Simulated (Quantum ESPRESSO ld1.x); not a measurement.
The numbers below are computed, except where a source is named.
Species: Mn4+. Configuration: [Ne] 3s1.5 3p6 3d3.5 (fractional occupations, a model configuration). Code: ld1.x of Quantum ESPRESSO 7.5. Model: scalar-relativistic Kohn-Sham, LDA (Slater exchange, VWN5 correlation), spin-unpolarised, spherical densities, point nucleus.

Normalised radial functions P(r) = r R(r), r in bohr:

```
   r/bohr * 2p, o 3d, + 4p (the largest magnitude, 1.94, reaches the edge; | marks zero, & curves that meet)
 0.002614                             &
 0.003377                             &
 0.004397                             &
 0.005725                             &
 0.007396                             &
  0.00963                             &*
  0.01254                             &*
   0.0162                             &*
  0.02109                             & *
  0.02746                             o+  *
  0.03548                             o+   *
   0.0462                             o+      *
  0.06015                             o +         *
   0.0777                             |o+             *
   0.1012                             |o +                *
   0.1317                             | o+                     *
   0.1702                             |  &                       *
   0.2216                             | +  o                     *
   0.2886                             +      o               *
   0.3727                           + |         o      *
   0.4854                        +    |         * o
    0.632                       +     |   *         o
   0.8164                         +   |*            o
    1.063                             &           o
    1.384                             *    +   o
    1.788                             *     o  +
    2.328                             *  o      +
    3.032                             *o      +
    3.916                             &   +
    5.099                             &+
     6.64                             &
```

2p: eigenvalue -691.05 eV, 0 radial nodes, <r> = 0.247 bohr, 90 % of the charge inside 0.406 bohr. 3d: eigenvalue -61.529 eV, 0 radial nodes, <r> = 0.963 bohr, 90 % of the charge inside 1.58 bohr. 4p (empty): eigenvalue -34.372 eV, 2 radial nodes at r = 0.302, 1.06 bohr, <r> = 2.36 bohr, 90 % of the charge inside 3.42 bohr.
